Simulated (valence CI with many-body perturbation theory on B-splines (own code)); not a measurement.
Sensitivity of CI+MBPT for Os⁴⁵⁺

Calculated by configuration interaction combined with many-body perturbation theory (CI+MBPT): three valence electrons over a frozen Dirac-Fock core [Ar] 3d10, a basis of 6 s, 6 p, 5 d, 3 f, 1 g functions for each j, with the one-electron correlation potential Σ1, the two-electron term Σ2, the three-electron term Σ3, Breit, model QED; selected CI, second order for the rest (own B-spline code, finite nucleus).

No measured spectrum was set against this ion. As an estimate, large intervals hold to a few tenths of a per cent, small ones and those within an open d or f shell to about a per cent.

The reference run has the lowest level (4s^2 4p1/2) J=1/2 and an ionisation energy of 2401.22 eV. Its largest variational space holds 2833 state functions.

Levels are named by their leading jj configuration (3d3/2^4 stands for four electrons in 3d with j = 3/2), which in mixed levels can hold well under half, so a name can repeat and another be missing. Letters in brackets count levels of one name in rising energy.

Changed runs:
A. lowest core n in screening and Σ2 1 → 4
B. correlating orbitals by l 3 3 3 2 1 → 5 3 2 3 0; screening of Σ1 on → off
C. lowest core n in screening and Σ2 1 → 3; box radius (bohr) 2.4915 → 4.68
D. size limit of the variational space 10000 → 300; second order for the rest on → off (bad on purpose)

Excitation energies of the reference run in cm⁻¹, and shifts in cm⁻¹:

```
                     Level  Reference      B       C       D
        (4s 4p1/2^2) J=1/2     822162    +25     -13     +28
        (4s^2 4p3/2) J=3/2     913273   +114    -0.8    +417
(4s 4p1/2 4p3/2) J=3/2 [a]    1623670   -119     -90    +159
    (4s 4p1/2 4p3/2) J=5/2    1694510   +132     -43    +359
(4s 4p1/2 4p3/2) J=3/2 [b]    1794190   +332     +52    +420
    (4s 4p1/2 4p3/2) J=1/2    1814100   +355    +141    +158
        (4s^2 4d3/2) J=3/2    2268790   +562    +149    +370
        (4s^2 4d5/2) J=5/2    2428480   +293     +51    +138
        (4s 4p3/2^2) J=5/2    2610880   +497     +38    +330
     (4p1/2^2 4p3/2) J=3/2    2617360   +168     +89    +428
        (4s 4p3/2^2) J=1/2    2726890   +540     +55    +127
        (4s 4p3/2^2) J=3/2    2756640   +634    +167    +443
    Ionisation energy (eV)    2401.22  +0.05  +0.023  -0.029
```

Run A: It gave no result: the setting left no core shell for the response of the core. The program said: "need at least one array to concatenate".
